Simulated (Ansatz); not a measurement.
Mulliken charges of CHAlFN, SMILES `[F][Al]1[CH]=[N]1` from PBE/def2-TZVPP in Ansatz (PBE0-D4/def2-TZVP geometry).

```csv
atom,x (Å),y (Å),z (Å),charge (e)
F1,-2.088,-0.891,1.100,-0.244
Al2,-0.729,-0.339,0.383,0.391
C3,0.853,0.038,-0.431,0.000
N4,0.177,1.120,-0.177,-0.245
H5,1.837,-0.002,-0.916,0.098
```

Problem. By hand: the dipole of these point charges (1 e Å = 4.8032 D).

Solution. Σ q r = (0.361, -0.190, -0.165) e Å, of length 0.440 e Å = 2.11 D.

Problem. How does the dipole of the full density compare? (Best estimate.)

Solution. The calculation gave: (0.006, -0.317, 0.021) e Å, 1.53 D; the point charges give 1.38 times that, at 65° from its direction.

Point charges leave out the atoms' own dipoles, such as those of lone pairs, and Mulliken's split depends on the basis, so the two needn't agree.
